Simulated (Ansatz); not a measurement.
```yaml
crystal:
  periodic: [false, false, false]
  atoms:
    - {symbol: N, position_ang: [1.162926, 0.580649, -0.949525]}
    - {symbol: C, position_ang: [0.319590, -0.039264, -0.210951]}
    - {symbol: N, position_ang: [0.532442, -1.350178, 0.114415]}
    - {symbol: B, position_ang: [-1.008510, 0.577976, 0.365781]}
    - {symbol: Cl, position_ang: [-1.484359, 2.183542, -0.082661]}
    - {symbol: H, position_ang: [0.831409, 1.523501, -1.136339]}
    - {symbol: H, position_ang: [0.022736, -1.762393, 0.873314]}
    - {symbol: H, position_ang: [1.428016, -1.748738, -0.116759]}
    - {symbol: H, position_ang: [-1.715652, -0.011292, 1.125626]}
basis:
  gaussian: {orbitals: ANO-RCC-VTZP, final_grid: {core_spheres: 8, valence_spheres: 7, degree: 23}}
magnetization: {spin_polarized: true, initial_magnetization: 6}
hamiltonian: {xc: {name: B97}}
output: {forces: true}
```

```sh
$ ansatz run in.yaml --threads 2 --pin off --events-out ev --progress --plain --max-ram 4352MiB
```

Output, abridged:

```
Functional definition: B97
1518 factors; their error is unknown
mean field evaluation 1: about -17282.5663 eV, gradient 5.6e1 eV
mean field evaluation 2: about -16960.6668 eV, gradient 2.4e2 eV
mean field evaluation 4: about -17302.9692 eV, gradient 2.2e1 eV
mean field evaluation 8: about -17305.3669 eV, gradient 1.1e0 eV
mean field evaluation 16: about -17305.3983 eV, gradient 3.0e-2 eV
mean field evaluation 32: about -17305.3984 eV, gradient 1.9e-4 eV
mean field -17305.39840378 eV, -635.9616613185 hartree, gradient 1.2e-5 eV, S^2 12.017717; 9 other end points of the search recorded, 0 dependent functions left out
reference -17305.39846289 eV, -635.9616634908 hartree; 26, 20 occupied and 184, 190 virtual orbitals, 1518 factors
Total energy: -17305.39846289 eV, -635.9616634908 hartree
Relativity: scalar
Atom 0 at     1.162926     0.580649    -0.949525 Å, force     2.026374     3.309340    -2.244580 eV/Å
Atom 1 at     0.319590    -0.039264    -0.210951 Å, force    -2.389570    -3.876111     2.845919 eV/Å
Atom 2 at     0.532442    -1.350178     0.114415 Å, force     0.466846    -0.988231    -0.371251 eV/Å
Atom 3 at    -1.008510     0.577976     0.365781 Å, force    -0.368993     0.884820    -0.133741 eV/Å
Atom 4 at    -1.484359     2.183542    -0.082661 Å, force    -0.683988     0.855670    -0.058271 eV/Å
Atom 5 at     0.831409     1.523501    -1.136339 Å, force     1.272738     1.617155    -1.475297 eV/Å
Atom 6 at     0.022736    -1.762393     0.873314 Å, force    -0.704786    -0.889721     1.139947 eV/Å
Atom 7 at     1.428016    -1.748738    -0.116759 Å, force     0.866304    -0.701938    -0.243685 eV/Å
Atom 8 at    -1.715652    -0.011292     1.125626 Å, force    -0.484926    -0.210985     0.540957 eV/Å
Dipole moment:    -0.515675     0.844171    -0.119471 e Å
```

What is wrong with this run?

The spin is set far too high for this molecule. The run converged. The result belongs to that input, not to the molecule as meant.
